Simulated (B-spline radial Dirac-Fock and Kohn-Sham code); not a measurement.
Ag: input and output of one calculation

ΔSCF core binding energies without Breit or QED terms, calculated with a radial atomic solver. Keys: rel is the Hamiltonian (dirac, or spin-free x2c and nr, where L3 and M5 stand for the whole 2p and 3d shells), method is hf or an exchange,correlation pair (spin-unpolarised, also for the hole states), nuc the nuclear model, radius_factor scales its radius, rmax is the box in bohr, h the logarithmic mesh step, order the B-spline order, points the quadrature points per cell, c_factor scales the speed of light, and damp, ndamp, maxit and tol steer the iteration. The run stops when the commutator error falls below 10·tol·max(1, Z/10), or the numerical noise floor, and the energy has settled to about 1e-8 Ha; the virial ratio is −V/T.

Input (task.json):

```json
{"items": [{"Z": 47, "q": 0, "cfg": [[1, 0, 2], [2, 0, 2], [2, 1, 6], [3, 0, 2], [3, 1, 6], [3, 2, 10], [4, 0, 2], [4, 1, 6], [4, 2, 10], [5, 0, 1]], "A": 107, "rrms": 4.5454, "do": "settings", "holes": ["K", "L3", "M5"],
  "settings": [{"rel": "dirac", "method": "hf", "nuc": "fermi", "radius_factor": 1.0, "rmax": 45.0, "h": 0.9, "order": 8, "points": 10, "c_factor": 1.0, "maxit": 92, "damp": 0.5, "ndamp": 3, "tol": 1e-08}]}]}
```

Command: `python xray2_run.py task.json out`

Ground-state iterations:

```
iter   energy (Ha)        error
   1    -5301.31108460  3.89e+00
   2    -5301.93676402  4.76e-01
   3    -5302.99054729  6.03e-02
   4    -5303.00727187  6.73e-03
   5    -5303.00776892  4.30e-03
   6    -5303.00786930  1.09e-03
   7    -5303.00787701  3.57e-04
   8    -5303.00787776  3.45e-05
   9    -5303.00787780  2.11e-06
  10    -5303.00787780  2.65e-07
```

The ground state converged in 10 iterations, with total energy -5303.00788 Ha, virial ratio 1.94430 and highest orbital energy -5.77 eV. ΔSCF binding energies: K (1s) 25503.5 eV, L3 (2p3/2) 3351.8 eV, M5 (3d5/2) 380.2 eV.

Question: One setting is unsound. Which, and why?

Answer: h is too large to resolve the orbitals. With the default settings (Dirac Hartree-Fock): The ground state converged in 10 iterations, with total energy -5314.63364 Ha, virial ratio 1.95542 and highest orbital energy -6.45 eV. ΔSCF binding energies: K (1s) 25599.5 eV, L3 (2p3/2) 3365.2 eV, M5 (3d5/2) 374.7 eV.
